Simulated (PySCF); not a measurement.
## Telling isomers of C4H10O2Si apart by NMR

PySCF 2.14.0 with density-fitted response routines calculation with structure optimised with GFN2-xTB and GIAO PBE0/pcSseg-1 shieldings; averaged over atoms made equivalent by symmetry, fast rotation or ring inversion, gas phase, non-relativistic Hamiltonian, a single conformation.

Shifts are taken against calculated references (same method and geometry level): TMS for ¹H (σ = 31.72 ppm), ¹³C (σ = 186.93 ppm). Where no couplings were computed, multiplicities follow the n + 1 count of equivalent neighbours, and m marks all less simple cases (inequivalent or close neighbours, rings, F or P nearby). Shifts are as computed. Against solution values, carbons near 30 ppm lie about +3 ppm off and those near 130 ppm about +5 ppm. Of 1211 compounds with measured shifts, 218 miss one by over three times the rms of a fit or turn the order of signals round; such compounds aren't used in these exercises. OH and NH positions are gas-phase values without hydrogen bonding to other molecules.

(1) Tabulate the signals of `CC1([SiH](O)O)CC1`, `C=CO[Si@@H](C)OC` and their relative energies.

(2) What is the quickest way to tell CC1([SiH](O)O)CC1 from C=CO[Si@@H](C)OC?

## Answers

(1) 
```json
{"SMILES": "CC1([SiH](O)O)CC1", "carbon types": "1×C 2×CH2 1×CH3", "δC": "21.6, 8.5, 5.1", "δH": "4.50 (s, 1H), 1.64 (br s, 2H), 1.12 (s, 3H), 0.22 (m, 2H), 0.08 (m, 2H)", "E rel. (kcal/mol)": "0.0"}
{"SMILES": "C=CO[Si@@H](C)OC", "carbon types": "1×CH 1×CH2 2×CH3", "δC": "149.2, 100.3, 50.4, -1.6", "δH": "6.53 (m, 1H), 5.05 (q, 1H), 4.89 (m, 1H), 4.45 (m, 1H), 3.79 (s, 3H), 0.11 (d, 3H)", "E rel. (kcal/mol)": "18.0"}
```

Energies are electronic energies at PBE0/pcSseg-1 on these geometries, without zero-point or thermal terms, each for the one conformer computed, which needn't be the lowest.

(2) Count the carbon signals: 3 against 4. The first has a three-membered-ring carbon (CH2) at 8.5 ppm, the second an alkene carbon bearing oxygen (CH) at 149.2 ppm. Their most deshielded carbons lie at 21.6 and 149.2 ppm. In the proton spectra the most deshielded non-exchanging signals are 4.50 (s, 1H) and 6.53 (m, 1H).
